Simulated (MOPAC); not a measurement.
Input file for MOPAC: PM7 on H5NSiSn (SMILES [NH2][Sn][SiH3]), a point of a torsion scan.

```
PM7 1SCF PRECISE CHARGE=0 THREADS=1
H5NSiSn

N      1.99002913 1    -0.24082146 1     0.21426199 1
Sn     0.45222394 1     0.40315306 1     1.36241430 1
Si    -1.22184250 1    -1.27636886 1     0.27337738 1
H      2.92794114 1     0.12910037 1     0.26316731 1
H      1.99435781 1    -0.96651555 1    -0.48707105 1
H     -2.00280440 1    -0.73087364 1    -0.85414846 1
H     -0.62374402 1    -2.49600292 1    -0.29953906 1
H     -2.27425300 1    -1.81013926 1     1.15938915 1
```

The log:

```
*******************************************************************************
 **                                                                           **
 **                              MOPAC v23.2.5                                **
 **                                                                           **
 *******************************************************************************
 ** MOPAC's Digital Object Identifier: https://doi.org/10.5281/zenodo.6511958 **
 **                                                                           **
 ** Please cite the open-source release paper for use of this MOPAC version:  **
 ** J. E. Moussa and J. J. P. Stewart (2026)                                  **
 ** MOPAC: An open-source semiempirical molecular orbital program             **
 ** J. Open Source Softw., 11(119), 8025, https://doi.org/10.21105/joss.08025 **
 *******************************************************************************

                              PM7 CALCULATION RESULTS

 *******************************************************************************
 *  PM7        - The PM7 Hamiltonian to be used
 *
 *
 *
 *                 CHARGE ON SYSTEM = 0
 *
 *
 *
 *  PRECISE    - TIGHTER CRITERIA TO BE USED
 *  1SCF       - DO 1 SCF AND THEN STOP
 *  THREADS=1  - MULTI-THREADING NOT USED
 *  T=         - A TIME OF 172800.0 SECONDS REQUESTED
 *  DUMP=N     - RESTART FILE WRITTEN EVERY 7200.0 SECONDS REQUESTED
 *******************************************************************************
PM7 1SCF PRECISE CHARGE=0 THREADS=1
 H5NSiSn

   ATOM   CHEMICAL          X               Y               Z
  NUMBER   SYMBOL      (ANGSTROMS)     (ANGSTROMS)     (ANGSTROMS)

     1       N          1.99002913  *  -0.24082146  *   0.21426199  *
     2      Sn          0.45222394  *   0.40315306  *   1.36241430  *
     3      Si         -1.22184250  *  -1.27636886  *   0.27337738  *
     4       H          2.92794114  *   0.12910037  *   0.26316731  *
     5       H          1.99435781  *  -0.96651555  *  -0.48707105  *
     6       H         -2.00280440  *  -0.73087364  *  -0.85414846  *
     7       H         -0.62374402  *  -2.49600292  *  -0.29953906  *
     8       H         -2.27425300  *  -1.81013926  *   1.15938915  *



          CARTESIAN COORDINATES

    NO.       ATOM           X           Y           Z

     1         N          1.9900     -0.2408      0.2143
     2        Sn          0.4522      0.4032      1.3624
     3        Si         -1.2218     -1.2764      0.2734
     4         H          2.9279      0.1291      0.2632
     5         H          1.9944     -0.9665     -0.4871
     6         H         -2.0028     -0.7309     -0.8541
     7         H         -0.6237     -2.4960     -0.2995
     8         H         -2.2743     -1.8101      1.1594

 General Reference for PM7:
 "Optimization of Parameters for Semiempirical Methods VI: More Modifications to the
 NDDO Approximations and Re-optimization of Parameters", J. J. P. Stewart, J. Mol. Mod., 1:32, 19 (2013)
 https://link.springer.com/article/10.1007/s00894-012-1667-x

           Empirical Formula: H5 N Sn Si  =     8 atoms



      MOLECULAR POINT GROUP   :   C1


      RHF CALCULATION, NO. OF DOUBLY OCCUPIED LEVELS = 9


 -------------------------------------------------------------------------------
 PM7 1SCF PRECISE CHARGE=0 THREADS=1
 H5NSiSn



     1SCF WAS SPECIFIED, SO BFGS WAS NOT USED
     SCF FIELD WAS ACHIEVED


                              PM7 CALCULATION
                                                       MOPAC v23.2.5 Linux




          FINAL HEAT OF FORMATION =         36.69118 KCAL/MOL =     153.51588 KJ/MOL


          COSMO AREA              =        134.57 SQUARE ANGSTROMS
          COSMO VOLUME            =        130.63 CUBIC ANGSTROMS

          IONIZATION POTENTIAL    =          9.223524 EV
          HOMO LUMO ENERGIES (EV) =         -9.224  1.531
          NO. OF FILLED LEVELS    =          9
          MOLECULAR WEIGHT        =        165.8217         POINT GROUP:  C1

          MOLECULAR DIMENSIONS (Angstroms)

            Atom       Atom       Distance
            H     8    H     4     5.62376
           Sn     2    H     7     3.05474
            H     4    H     6     2.03494


          SCF CALCULATIONS        =          1





   ATOM   CHEMICAL          X               Y               Z
  NUMBER   SYMBOL      (ANGSTROMS)     (ANGSTROMS)     (ANGSTROMS)

     1       N          1.99002913  *  -0.24082146  *   0.21426199  *
     2      Sn          0.45222394  *   0.40315306  *   1.36241430  *
     3      Si         -1.22184250  *  -1.27636886  *   0.27337738  *
     4       H          2.92794114  *   0.12910037  *   0.26316731  *
     5       H          1.99435781  *  -0.96651555  *  -0.48707105  *
     6       H         -2.00280440  *  -0.73087364  *  -0.85414846  *
     7       H         -0.62374402  *  -2.49600292  *  -0.29953906  *
     8       H         -2.27425300  *  -1.81013926  *   1.15938915  *

                             CARTESIAN COORDINATES

   1    N        1.990029130    -0.240821460     0.214261990
   2   Sn        0.452223940     0.403153060     1.362414300
   3   Si       -1.221842500    -1.276368860     0.273377380
   4    H        2.927941140     0.129100370     0.263167310
   5    H        1.994357810    -0.966515550    -0.487071050
   6    H       -2.002804400    -0.730873640    -0.854148460
   7    H       -0.623744020    -2.496002920    -0.299539060
   8    H       -2.274253000    -1.810139260     1.159389150


           Empirical Formula: H5 N Sn Si  =     8 atoms



      MOLECULAR POINT GROUP   :   C1


                  EIGENVALUES
 -34.36353 -17.67715 -15.71971 -14.37081 -11.78205 -11.73758 -10.56744  -9.53941
  -9.22352   1.53088   1.78911   2.40803   3.14210   3.38330   6.61147   7.25387
   8.55462  20.67731  20.68660  20.80322  21.57977  21.59547


              NET ATOMIC CHARGES AND DIPOLE CONTRIBUTIONS

  ATOM NO.   TYPE          CHARGE      No. of ELECS.   s-Pop       p-Pop       d-Pop
    1          N          -1.036364        6.0364     1.60216     4.43421
    2         Sn           0.736850        3.2632     1.75662     1.50653
    3         Si          -0.205588        4.2056     0.93029     3.18907     0.08623
    4          H           0.272545        0.7275     0.72746
    5          H           0.282091        0.7179     0.71791
    6          H          -0.014719        1.0147     1.01472
    7          H          -0.021343        1.0213     1.02134
    8          H          -0.013472        1.0135     1.01347
 DIPOLE           X         Y         Z       TOTAL
 POINT-CHG.    -0.211     3.170     3.186     4.499
 HYBRID         2.040    -2.860    -3.477     4.943
 SUM            1.829     0.310    -0.291     1.878


          ATOMIC ORBITAL ELECTRON POPULATIONS

     Atom    s        px        py        pz      x^2-y^2     xz        z^2       yz        xy
    1  N   1.60216   1.32243   1.53379   1.57799
    2 Sn   1.75662   0.51143   0.52842   0.46668
    3 Si   0.93029   1.08105   1.07879   1.02923   0.01091   0.02828   0.00683   0.01949   0.02072
    4  H   0.72746
    5  H   0.71791
    6  H   1.01472
    7  H   1.02134
    8  H   1.01347

 **********************
 *                    *
 * JOB ENDED NORMALLY *
 *                    *
 **********************




 == MOPAC DONE ==
```

The run finished.

Cost: roughly 0.03 core-seconds.
